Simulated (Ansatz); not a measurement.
Ti₂Se₄: single points at one geometry.

```yaml
crystal:
  periodic: [false, false, false]
  atoms:
    - {symbol: Ti, position_ang: [0.634178, -0.539038, -0.619072]}
    - {symbol: Ti, position_ang: [0.124770, 0.773178, 1.312533]}
    - {symbol: Se, position_ang: [1.615020, 1.641509, -0.338972]}
    - {symbol: Se, position_ang: [0.825985, -1.493466, 1.582628]}
    - {symbol: Se, position_ang: [-1.884269, 0.473885, -0.000713]}
    - {symbol: Se, position_ang: [-1.315695, -0.856067, -1.936404]}
basis:
  gaussian: {orbitals: def2-TZVP, initial_orbitals: start.molden}
hamiltonian: {xc: r2scan, dispersion: d4}
scf: {omitted_lower_state_checks: [starts]}
output: {forces: true, orbitals: {seedname: orbitals}}
```

The file start.molden holds the orbitals of an earlier run on this structure, at another level or in another basis.

```sh
$ ansatz run in.yaml --threads 4 --pin off --events-out ev --progress --plain --max-ram 8704MiB
```

It prints (some lines left out):

```
Functional definition: r2SCAN
2374 factors; their error is unknown
mean field evaluation 1: about -307633.5278 eV, gradient 1.3e1 eV
mean field evaluation 2: about -307633.7063 eV, gradient 2.8e-1 eV
mean field evaluation 4: about -307633.5875 eV, gradient 1.6e-1 eV
mean field evaluation 8: about -307633.5875 eV, gradient 1.6e-5 eV
mean field -307633.58749996 eV, -11305.3258190887 hartree, gradient 1.6e-5 eV, S^2 0.000000; 0 other end points of the search recorded, 0 dependent functions left out
reference -307633.58751245 eV, -11305.3258195477 hartree; 90, 90 occupied and 192, 192 virtual orbitals, 2374 factors
Total energy: -307633.67509824 eV, -11305.3290382661 hartree
Atom 0 at     0.634178    -0.539038    -0.619072 Å, force    -0.026201    -0.211249    -0.355097 eV/Å
Atom 1 at     0.124770     0.773178     1.312533 Å, force    -0.216331     0.287770     0.380576 eV/Å
Atom 2 at     1.615020     1.641509    -0.338972 Å, force     0.193100     0.219546    -0.106485 eV/Å
Atom 3 at     0.825985    -1.493466     1.582628 Å, force     0.076466    -0.243723     0.177533 eV/Å
Atom 4 at    -1.884269     0.473885    -0.000713 Å, force     0.030674     0.018449     0.042898 eV/Å
Atom 5 at    -1.315695    -0.856067    -1.936404 Å, force    -0.057707    -0.070793    -0.139424 eV/Å
Dipole moment:     0.158211     0.240545     0.457404 e Å
Checks for a lower state left out: starts
```

Hardware: 4 threads of Intel Xeon Platinum 8488C on a shared host. Wall time 12 s, peak host memory 0.77 GiB.

First input, but with `hamiltonian: {xc: pbe, dispersion: d4}`, `output: {orbitals: {seedname: orbitals}}` (abridged; 4.2 s):

```
Functional definition: PBE
mean field -307585.63316961 eV, -11303.5635299528 hartree, gradient 5.1e-5 eV, S^2 0.000000
Total energy: -307586.07734330 eV, -11303.5798530347 hartree
Checks for a lower state left out: starts
```

Geometry: PBE0-D4/def2-SVP.

The structure comes from a short search, and lower isomers may exist.
